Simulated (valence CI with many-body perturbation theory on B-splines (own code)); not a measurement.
Ho LXIII: what the settings do

Calculated by valence CI with perturbative core correlation (CI+MBPT): three valence electrons over a frozen Dirac-Fock core [He], radial functions for each j: 6 s, 6 p, 5 d, 3 f, 1 g, with the one-electron correlation potential Σ1 (screened to all orders), the two-electron term Σ2, the three-electron term Σ3, Breit, model QED; selected single and double excitations, second order for the rest, scaled by the run's own slope (own B-spline code, finite nucleus).

No measured spectrum was set against this ion. As an estimate, large intervals hold to a few tenths of a per cent, small ones and those within an open d or f shell to about a per cent.

The reference run has the lowest level (2s^2 2p1/2) J=1/2 and an ionisation energy of 14992.1 eV. Its largest variational space holds 3547 state functions.

Levels are named by their leading jj configuration (3d3/2^4 stands for four electrons in 3d with j = 3/2), which in mixed levels can hold well under half, so a name can repeat and another be missing. Letters in brackets count levels of one name in rising energy.

Changed runs:
A. cutoff of virtual states (hartree) 8978 → 14100
B. screening of Σ1 on → off; cutoff of virtual states (hartree) 8978 → 7050
C. natural orbitals for correlation on → off; QED terms on → off
D. box radius (bohr) 0.92648 → 0.55 (bad on purpose)

Excitation energies of the reference run in cm⁻¹, and shifts in cm⁻¹:

```tsv
Level	Reference	A	B	C	D
(2s 2p1/2^2) J=1/2	1849590	+21	-135	+105982	-64
(2s^2 2p3/2) J=3/2	7522220	+87	-40	-9891	+5.1
(2s 2p1/2 2p3/2) J=3/2 [a]	8817440	+102	-163	+90679	-65
(2s 2p1/2 2p3/2) J=5/2	9125810	+104	-168	+93044	-78
(2s 2p1/2 2p3/2) J=1/2	9637570	+106	-170	+95609	-65
(2s 2p1/2 2p3/2) J=3/2 [b]	9652980	+105	-171	+96397	-69
(2p1/2^2 2p3/2) J=3/2	11586500	+112	-282	+200086	-113
(2s 2p3/2^2) J=5/2	16484200	+188	-199	+80187	-60
(2s 2p3/2^2) J=1/2	17260400	+190	-203	+84794	-32
(2s 2p3/2^2) J=3/2	17266900	+191	-205	+84847	-55
(2p1/2 2p3/2^2) J=3/2	18762000	+194	-312	+187582	-115
(2p1/2 2p3/2^2) J=5/2	18941100	+194	-315	+190160	-130
Ionisation energy (eV)	14992.1	+0.019	-0.013	-0.24	+0.0001
```
